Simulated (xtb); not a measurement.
C$_{2}$F$_{3}$ (SMILES F[C]=C(F)F), doublet, at a GFN2-xTB geometry; GFN2-xTB run with xtb.

The xtb input:
```
$ xtb mol.xyz --gfn 2 --uhf 1 --ohess --json

# file mol.xyz
5

C     -0.02097005     0.18801536     0.95068298
C      0.00630951     0.22182388    -0.35025560
F     -0.03482227    -0.77428364     1.82927975
F      0.01570563     1.33880864    -1.05329788
F      0.02889033    -0.83775117    -1.17626680
```

Output, abridged:

```
   ID    Z sym.   atoms
    1    6 C      1, 2
    2    9 F      3-5

           -------------------------------------------------
          |                Calculation Setup                |
           -------------------------------------------------

           -------------------------------------------------
          |                 G F N 2 - x T B                 |
           -------------------------------------------------

          ...................................................
          :                      SETUP                      :
          :.................................................:
          :  # basis functions                  20          :
          :  # atomic orbitals                  20          :
          :  # shells                           10          :
          :  # electrons                        29          :
          :  max. iterations                   250          :
          :  Hamiltonian                  GFN2-xTB          :
          :  restarted?                      false          :
          :  GBSA solvation                  false          :
          :  PC potential                    false          :
          :  electronic temp.          300.0000000     K    :
          :  accuracy                    1.0000000          :
          :  -> integral cutoff          0.2500000E+02      :
          :  -> integral neglect         0.1000000E-07      :
          :  -> SCF convergence          0.1000000E-05 Eh   :
          :  -> wf. convergence          0.1000000E-03 e    :
          :  Broyden damping             0.4000000          :
          :  net charge                          0          :
          :  unpaired electrons                  1          :
          ...................................................

 iter      E             dE          RMSdq      gap      omega  full diag
   1    -18.4167326 -0.184167E+02  0.551E+00    4.76       0.0  T
   2    -18.4236210 -0.688840E-02  0.327E+00    4.41       1.0  T
   3    -18.4151366  0.848443E-02  0.204E+00    4.88       1.0  T
   4    -18.4278955 -0.127589E-01  0.343E-01    4.56       1.0  T
   5    -18.4279540 -0.585162E-04  0.103E-01    4.56       1.0  T
   6    -18.4279638 -0.973938E-05  0.452E-02    4.56       1.0  T
   7    -18.4279639 -0.114549E-06  0.416E-03    4.55      10.8  T
   8    -18.4279639 -0.246868E-07  0.122E-03    4.55      36.7  T
   9    -18.4279639 -0.591161E-09  0.407E-04    4.55     110.0  T
  10    -18.4279639 -0.183221E-09  0.444E-05    4.55    1007.3  T

   *** convergence criteria satisfied after 10 iterations ***

         :::::::::::::::::::::::::::::::::::::::::::::::::::::
         ::                     SUMMARY                     ::
         :::::::::::::::::::::::::::::::::::::::::::::::::::::
         :: total energy             -18.331265027436 Eh    ::
         :: gradient norm              0.000030627249 Eh/a0 ::
         :: HOMO-LUMO gap              4.554613381362 eV    ::
         ::.................................................::
         :: SCC energy               -18.427963831974 Eh    ::
         :: -> isotropic ES            0.022788451218 Eh    ::
         :: -> anisotropic ES          0.002808680308 Eh    ::
         :: -> anisotropic XC         -0.012259108255 Eh    ::
         :: -> dispersion             -0.001745855897 Eh    ::
         :: repulsion energy           0.096698804538 Eh    ::
         :: add. restraining           0.000000000000 Eh    ::
         :: total charge              -0.000000000000 e     ::
         :::::::::::::::::::::::::::::::::::::::::::::::::::::

      -----------------------------------------------------------
     |                   =====================                   |
     |                        A N C O P T                        |
     |                   =====================                   |
     |               Approximate Normal Coordinate               |
[...]
 * total energy  :   -18.3312650 Eh     change       -0.1847411E-11 Eh
   *** GEOMETRY OPTIMIZATION CONVERGED AFTER 1 ITERATIONS ***
         :: total energy             -18.331265027438 Eh    ::
[...]
   9: 13.55  10: 18.05  11: 16.16  12: 16.56  13: 14.00  14: 14.63  15: 12.33
 IR intensities (km·mol⁻¹)
   1:  0.23   2:  0.21   3:  0.01   4:  0.03   5:  0.28   6:  0.06   7:  4.63   8:  0.77
   9: 35.41  10:  7.15  11:  3.35  12: 35.68  13:203.74  14:408.32  15: 11.38
 Raman intensities (Ä⁴*amu⁻¹)
   1:  0.00   2:  0.00   3:  0.00   4:  0.00   5:  0.00   6:  0.00   7:  0.00   8:  0.00
   9:  0.00  10:  0.00  11:  0.00  12:  0.00  13:  0.00  14:  0.00  15:  0.00
 output can be read by thermo (or use thermo option).
 writing <g98.out> molden fake output.
 recommended (thermochemical) frequency scaling factor: 1.0
           -------------------------------------------------
          |             Thermodynamic Functions             |
           -------------------------------------------------

cs  symmetry found (for desy threshold:  0.10E+00) used in thermo

          ...................................................
          :                      SETUP                      :
          :.................................................:
          :  # frequencies                           9      :
          :  # imaginary freq.                       0      :
          :  linear?                             false      :
          :  only rotor calc.                    false      :
          :  symmetry                               cs      :
          :  rotational number                       1      :
          :  scaling factor                  1.0000000      :
          :  rotor cutoff                   50.0000000 cm⁻¹ :
          :  imag. cutoff                  -20.0000000 cm⁻¹ :
          :.................................................:

    mode    ω/cm⁻¹     T·S(HO)/kcal·mol⁻¹    T·S(FR)/kcal·mol⁻¹   T·S(vib)
   ------------------------------------------------------------------------
       1    174.21    -0.71245 ( 99.33%)    -0.68653 (  0.67%)    -0.71227
       2    206.22    -0.61922 ( 99.66%)    -0.63660 (  0.34%)    -0.61928
   ------------------------------------------------------------------------

   temp. (K)  partition function   enthalpy   heat capacity  entropy
                                   cal/mol     cal/K/mol   cal/K/mol   J/K/mol
 298.15  VIB   4.15                 1288.031      8.806      7.150
         ROT  0.816E+05              888.752      2.981     25.456
         INT  0.339E+06             2176.783     11.787     32.606
         TR   0.706E+27             1481.254      4.968     39.073
         TOT                        3658.0372    16.7547    71.6786   299.9031

       T/K    H(0)-H(T)+PV         H(T)/Eh          T*S/Eh         G(T)/Eh
   ------------------------------------------------------------------------
    298.15    0.582945E-02    0.212441E-01    0.340568E-01   -0.128127E-01
   ------------------------------------------------------------------------

         :::::::::::::::::::::::::::::::::::::::::::::::::::::
         ::                  THERMODYNAMIC                  ::
         :::::::::::::::::::::::::::::::::::::::::::::::::::::
         :: total free energy         -18.344077702233 Eh   ::
         ::.................................................::
         :: total energy              -18.331265027438 Eh   ::
         :: zero point energy           0.015414668663 Eh   ::
         :: G(RRHO) w/o ZPVE           -0.028227343458 Eh   ::
         :: G(RRHO) contrib.           -0.012812674795 Eh   ::
         :::::::::::::::::::::::::::::::::::::::::::::::::::::

optimized geometry written to: xtbopt.xyz

           -------------------------------------------------
          | TOTAL ENERGY              -18.331265027438 Eh   |
          | TOTAL ENTHALPY            -18.310020905410 Eh   |
          | TOTAL FREE ENERGY         -18.344077702233 Eh   |
          | GRADIENT NORM               0.000030398159 Eh/α |
          | HOMO-LUMO GAP               4.554610684321 eV   |
           -------------------------------------------------

normal termination of xtb
```
